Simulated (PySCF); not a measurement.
Method used: PySCF, delta-SCF UKS SCAN, pcX-2 on the ionised atom, pcseg-1 elsewhere, spin-free X2C. Geometries: PBE0-D3(BJ)/def2-SVP; isolated species, one conformer each. Values against the vacuum level.

(1) Rank by computed C 1s binding energy, lowest first.
A. C1 in `[CH2:1]1[CH2:2][CH2:3][Si:4]2([CH2:5]1)[CH2:6][CH2:7][CH2:8][CH2:9]2`
B. C1 in `[cH:1]1[cH:2][cH:3][n-:4][cH:5]1`
C. C5 in `[OH:1][c:2]1[cH:3][cH:4][cH:5][c:6]([Cl:7])[n:8]1`
D. C4 in `[OH:1][c:2]1[cH:3][cH:4][c:5]([Cl:6])[cH:7][n:8]1`

(2) Order these sites by rising N 1s binding energy.
A. Nitrogen in `N#[C][Al-]([C]#N)([C]#N)[C]#N`
B. Nitrogen in `c1cc[n-]c1`
C. Nitrogen in `Oc1ccc(Cl)cn1`

## Answers

(1) B (283.92 eV), A (290.23 eV), C (290.66 eV), D (291.22 eV).

The highest is bonded to 2 C (aromatic in the SMILES) and H, the lowest to 2 C (aromatic in the SMILES) and H in a species of charge -1; the range is 7.30 eV.

(2) B (397.70 eV), A (401.74 eV), C (404.91 eV).

The highest is bonded to 2 C (aromatic in the SMILES), the lowest to 2 C (aromatic in the SMILES) in a species of charge -1; the range is 7.21 eV.

The basis sets have no added diffuse functions, a weakness for anions.
